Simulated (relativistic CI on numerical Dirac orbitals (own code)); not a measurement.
## Gd III: q coefficients and field-shift factors

Calculated at this level of theory: Dirac-Coulomb-Breit CI, orbitals from a KLI potential per configuration, valence Slater integrals scaled by 0.85, P86 correlation energy added to each configuration, derivatives by finite differences, QED left out (own radial code, finite nucleus).

Configurations in the expansion (outside the closed core [Xe]): 4f⁷5d, 4f⁸. The list is cut by size and lacks configurations that can hold low levels.

With x = (α/α₀)² − 1 an excitation energy changes as ω = ω₀ + qx; K = 2q/ω₀ is the relative enhancement. Terms are leading LS components, so labels can repeat. The field-shift factor is F = δν/δ⟨r²⟩ for the transition from the lowest level.

Lowest level 4f⁷5d ⁹D°2.

```csv
Level,ω₀ (cm⁻¹),q (cm⁻¹),K,F (GHz/fm²)
4f⁷5d ⁹D°3,234.4,143.1,1.22,0.022
4f⁷5d ⁹D°4,577.9,379.8,1.31,0.0561
4f⁷5d ⁹D°5,1071.6,782.2,1.46,0.11
4f⁷5d ⁹D°6,1795.0,1510,1.68,0.201
4f⁷5d ⁷D°5,11449.4,1381,0.241,-0.00421
4f⁷5d ⁷D°4,11613.2,1332,0.229,0.0397
4f⁷5d ⁷D°3,11817.9,1491,0.252,0.07
4f⁷5d ⁷D°2,11991.5,1646,0.275,0.0904
4f⁷5d ⁷D°1,12121.2,1788,0.295,0.103
4f⁸ ⁷F6,19035.6,24160,2.54,-8.99
4f⁸ ⁷F5,20670.0,25820,2.5,-8.9
4f⁸ ⁷F4,21687.2,26430,2.44,-8.86
4f⁸ ⁷F3,22471.2,27050,2.41,-8.82
4f⁸ ⁷F2,23023.4,27460,2.39,-8.79
4f⁸ ⁷F1,23386.6,27750,2.37,-8.78
4f⁸ ⁷F0,23564.4,27880,2.37,-8.77
4f⁷5d ⁷P°4,31747.5,-4135,-0.26,0.779
4f⁷5d ⁷F°3,31779.8,-4093,-0.258,0.733
4f⁷5d ⁷F°2,31812.7,-3563,-0.224,0.747
4f⁷5d ⁷F°1,31840.3,-3171,-0.199,0.76
4f⁷5d ⁷F°0,31863.6,-2965,-0.186,0.766
4f⁷5d ⁷F°4,32596.2,-2891,-0.177,0.834
4f⁷5d ⁷P°3,32601.7,-2989,-0.183,0.792
```

For a near-neutral ion this model can misplace configurations by up to about 10,000 cm⁻¹ (more where the count of f electrons changes) and terms by 10 to 25 % of their spread. Rates follow the energies as ν³ (E1, M1) or ν⁵ (E2), so they and the lifetimes can be off by large factors. The fine structure of a lone outer electron comes out too small, for d and f at times inverted, and misplaced configurations move strength between like terms.
